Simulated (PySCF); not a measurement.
# Reading the logs of faulty runs: ClH3OSi2

These are calculations, not measurements. The program is PySCF 2.14.0, an open-source quantum chemistry code, run on an isolated molecule that a program drew, which may never have been made. The molecule is ClH3OSi2 (charge 0, singlet), drawn as the SMILES string `O=[SiH][SiH2]Cl`.

Each row is a Hartree-Fock (HF) and frozen-core CCSD(T) single point in the cc-pV(D+d)Z basis, meant for a local HF minimum. Run 1 is clean. Each other run has one planted mistake out of seven kinds, and not every kind appears here: one electron removed, one electron added, multiplicity raised by two, geometry at a saddle point, minimal basis STO-3G, one bond length entered in bohr, all coordinates scaled. The reference is restricted for singlets and unrestricted otherwise, and also for a bond in bohr. Adding or removing an electron swaps singlet and doublet. Electrons count all cores. HOMO and LUMO are orbital energies over both spins, the gradient is its largest component, and the lowest frequency (negative if imaginary) is given only where the gradient is small. Bond lengths are over the 6 bonds as drawn. T1 is the CCSD diagnostic: over 0.02 (restricted) or 0.045 (unrestricted) a single reference is doubtful.

Geometry of the clean run:
```xyz
7
ClH3OSi2, angstrom
O    -0.7694    0.8965    2.3444
Si   -0.7804    1.9106    1.2383
Si   -2.7561    2.3694    0.0247
Cl   -2.3222    3.8502   -1.3655
H     0.4018    2.6924    0.8151
H    -3.8099    2.8647    0.9254
H    -3.2074    1.1675   -0.6961
```

| run | electrons | basis functions | <S^2> | HOMO (eV) | LUMO (eV) | gradient (hartree/bohr) | lowest frequency (cm^-1) | mean bond (Å) | longest bond (Å) | T1 | HF (hartree) | CCSD(T) (hartree) | mistake |
|---|---|---|---|---|---|---|---|---|---|---|---|---|---|
| 1 | 56 | 98 | 0.000 | -11.05 | 0.81 | 8.7e-06 | 29 | 1.7275 | 2.364 | 0.0196 | -1114.02282 | -1114.59338 | no fault |
| 2 | 56 | 98 | 2.023 | -7.13 | -0.15 | 1.4e-01 | - | 1.7275 | 2.364 | 0.0419 | -1113.93532 | -1114.46599 | multiplicity raised by two |
| 3 | 56 | 98 | 0.000 | -11.01 | 0.60 | 5.0e-02 | - | 1.7983 | 2.461 | 0.0218 | -1114.01063 | -1114.58922 | all coordinates scaled |
| 4 | 56 | 98 | 1.692 | -8.98 | 0.46 | 1.4e-02 | - | 1.9500 | 2.836 | 0.0358 | -1113.85964 | -1114.36839 | one bond length entered in bohr |
| 5 | 56 | 35 | 0.000 | -7.75 | 6.75 | 4.5e-02 | - | 1.7275 | 2.364 | 0.0168 | -1101.35919 | -1101.55443 | ? |

**Which mistake was planted in run 5, and what did it cost?**

It has 35 basis functions where the clean run has 98, with the same electrons and geometry. So the mistake is: minimal basis STO-3G. Subtracting run 1 and multiplying by 627.51 kcal/mol a hartree, the energy moved by 7946.5 kcal/mol in HF and 8182.1 kcal/mol in CCSD(T).

Cautions from the logs. Run 3: T1 is over the limit, so its CCSD(T) energy is less reliable.
